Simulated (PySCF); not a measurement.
CH3AlCl, SMILES [Cl][Al][CH3], multiplicity 2. Atoms are numbered in the order given.

```xyz
6

Al     0.7154    -0.4492     0.0000
C     -0.4899    -2.0116     0.0000
H     -1.1307    -1.9602    -0.8849
H     -1.1307    -1.9602     0.8849
H      0.0429    -2.9621     0.0000
Cl    -0.2437     1.4583     0.0000
```
Charge 0, spin multiplicity 2.

Coordinates come from a B3LYP-D3(BJ)/def2-TZVP optimisation. The spin state was assumed, not searched. The isomer is the one that the SMILES or the coordinates give; other isomers of the formula were not compared.

Computed with PBE0/def2-TZVPD in PySCF.

Mulliken values depend strongly on the basis, most of all with diffuse functions as here. ESP charges are fitted to the potential on shells at 1.4 to 2.0 van der Waals radii. Atomic charges (e):

| atom | meta-Löwdin | Mulliken | ESP fit | Mulliken spin |
|---|---|---|---|---|
| Al1 | [?] | 0.41 | 0.20 | 0.78 |
| C2 | [?] | -0.72 | 0.05 | 0.19 |
| H3 | [?] | 0.17 | 0.01 | 0.00 |
| H4 | [?] | 0.17 | 0.01 | 0.00 |
| H5 | [?] | 0.25 | -0.04 | -0.04 |
| Cl6 | [?] | -0.29 | -0.24 | 0.06 |

Problem. What belongs in the gaps? (An estimate is asked for; the answer gives what the named calculation found.)

Solution. 
- Al1, meta-Löwdin: 0.58
- C2, meta-Löwdin: -0.65
- H3, meta-Löwdin: 0.14
- H4, meta-Löwdin: 0.14
- H5, meta-Löwdin: 0.14
- Cl6, meta-Löwdin: -0.35
